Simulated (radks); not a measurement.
Q: Valence configurations of Os II (all share [Xe]). All-electron calculation, Dirac Kohn-Sham, BLYP, spin-unpolarised, spherical densities, finite nucleus; open shells are shared between the two j in proportion to 2j + 1; Fermi nuclear charge, rms radius 5.4126 fm. Program: a radial shooting solver on a logarithmic mesh with Libxc functionals. Order these by energy: 4f14 5d7; 4f12 5d6 6s1 6p2; 4f12 5d8 6s1; 4f13 5d7 6s1; 4f14 5d6 6s1; 4f13 5d5 6s2 6p1; 4f13 5d6 6s1 6p1; 4f12 5d6 6s2 6p1; 4f14 5d4 6s1 6p2; 4f14 5d6 6p1.

A: From the lowest, in eV above it: 4f14 5d7 0.000; 4f14 5d6 6s1 0.413; 4f14 5d6 6p1 6.459; 4f14 5d4 6s1 6p2 18.308; 4f13 5d7 6s1 50.500; 4f13 5d6 6s1 6p1 59.595; 4f13 5d5 6s2 6p1 63.726; 4f12 5d8 6s1 109.77; 4f12 5d6 6s2 6p1 125.47; 4f12 5d6 6s1 6p2 132.96. NIST lists [Xe] 4f14 5d6 6s1 as the ground configuration; this level of theory puts 4f14 5d7 lower, by 0.413 eV. The energies are those of spherical spin-averaged densities, not of single terms.
